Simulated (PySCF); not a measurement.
## Ionisation energy of Ir by level of theory

Ir [Xe] 4f14 5d7 6s2 [5d3/2^4 5d5/2^3, M_J = 9/2] → Ir⁺ [Xe] 4f14 5d7 6s1 [5d3/2^4 5d5/2^3 6s1/2^1, M_J = 5], as a difference of total energies. Computed with PySCF 2.14 in x2c-SVPall-2c, with the two-component X2C-1e Hamiltonian. Correlated levels: [Kr] 4d10 4f14 frozen; the 22 highest virtual spinors dropped. "Screened" scales the spin-orbit matrix elements by Boettger's factors to mimic the two-electron term; Breit and QED terms are absent.

```csv
method,ionisation energy (eV)
GHF (spin-free),7.085
GMP2 (spin-free),8.182
GHF (screened spin-orbit),7.092
GMP2 (screened spin-orbit),8.203
```

Question: How much does correlation contribute at GMP2 (screened spin-orbit)?

Answer: 8.203 − (7.092) = 1.111 eV, measured against GHF (screened spin-orbit).

The spin-free rows relax to the high-spin LS determinant and lack the spin-orbit shift.

Errors of the correlated levels include the incompleteness of this basis and the frozen core.

The labels give the starting determinants; with spin-orbit coupling the two ends relaxed to ⟨J²⟩ = 24.77, ⟨L²⟩ = 13.11, ⟨S²⟩ = 3.53 and ⟨J²⟩ = 30.01, ⟨L²⟩ = 12.84, ⟨S²⟩ = 5.77.

MP2 underrates the near-degeneracy of ns² with np² in the lower species.

For comparison: 8.967 eV (measured; NIST Atomic Spectra Database, ionization energies).
